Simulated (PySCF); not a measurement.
How do the members of this family differ from one of them?

PySCF, B3LYP/def2-SVPD, density fitting, gas phase; each molecule at its own PBE0-D3(BJ)/def2-SVP geometry, one conformer. Singlet excitations by full TDDFT with frozen cores and triplets by Tamm–Dancoff TDDFT. 

Reference: `[CH3][Mg][CH3]`, with HOMO energy -6.34 eV, LUMO energy -0.69 eV, lowest singlet excitation 5.07 eV, lowest triplet excitation 4.22 eV, mean polarisability 57.4 au and dipole moment 0.03 D.

Changes against it:

| molecule | change | Δ HOMO energy (eV) | Δ LUMO energy (eV) | Δ lowest singlet excitation (eV) | Δ lowest triplet excitation (eV) | Δ mean polarisability (au) | Δ dipole moment (D) |
| --- | --- | --- | --- | --- | --- | --- | --- |
| [F][Mg][F] | ligand (both): Me to F | -3.71 | -1.43 | +1.59 | +2.25 | -39.3 | -0.02 |
| [Br][Mg][Br] | ligand (both): Me to Br | -1.86 | -1.54 | -0.11 | +0.54 | +11.0 | +0.07 |
| N#[C][Mg][C]#N | ligand (both): Me to CN | -3.24 | -1.51 | +1.08 | +1.16 | -10.4 | +0.16 |
| [H][Mg][H] | ligand (both): Me to H | -0.72 | -0.20 | +0.08 | +0.61 | -23.5 | -0.03 |
| [Cl][Mg][Cl] | ligand (both): Me to Cl | -2.43 | -1.52 | +0.41 | +1.06 | -7.5 | +0.03 |
| [NH2][Mg][NH2] | ligand (both): Me to NH2 | +0.30 | -0.38 | -1.08 | -0.53 | -12.6 | 0.00 |

Rows whose labels were lost:

| row | Δ HOMO energy (eV) | Δ LUMO energy (eV) | Δ lowest singlet excitation (eV) | Δ lowest triplet excitation (eV) | Δ mean polarisability (au) | Δ dipole moment (D) |
| --- | --- | --- | --- | --- | --- | --- |
| P | -1.15 | -1.53 | -0.73 | -0.07 | +43.6 | 0.00 |
| Q | -0.06 | -0.83 | -1.09 | -0.68 | +49.4 | +0.02 |
| R | -1.14 | -0.36 | +0.20 | +0.36 | +7.7 | -0.01 |

Q: Which row belongs to which of `[I][Mg][I]` (ligand (both): Me to I), `[SiH3][Mg][SiH3]` (ligand (both): Me to SiH3) and `C#[C][Mg][C]#C` (ligand (both): Me to CCH)?

A: P = `[I][Mg][I]`, Q = `[SiH3][Mg][SiH3]` and R = `C#[C][Mg][C]#C`. P and Q are told apart most clearly by the HOMO energy (-1.15 against -0.06 eV); P and R are told apart most clearly by the mean polarisability (+43.6 against +7.7 au); Q and R are told apart most clearly by the mean polarisability (+49.4 against +7.7 au).

Q: Which row has the smallest HOMO–LUMO gap and which the largest, and does the HOMO or the LUMO shift more there?

A: Smallest, counted from the reference: Q, -0.77 eV (HOMO -0.06, LUMO -0.83), the larger shift being that of the LUMO. Largest: `[F][Mg][F]`, +2.28 eV (HOMO -3.71, LUMO -1.43), the larger shift being that of the HOMO.

Q: Fit a straight line for the change of the lowest singlet excitation against that of the lowest triplet excitation over the labelled rows, and test it on P, Q and R.

A: Over the 6 labelled rows the slope is 0.999 eV/eV, the intercept -0.52 eV, r = 0.97 and the standard error 0.25 eV. P: predicted -0.59, computed -0.73 eV; Q: predicted -1.20, computed -1.09 eV; R: predicted -0.16, computed +0.20 eV. The mean miss is 0.2 eV, against 0.87 eV for guessing the labelled rows' mean: the line carries over to these rows.
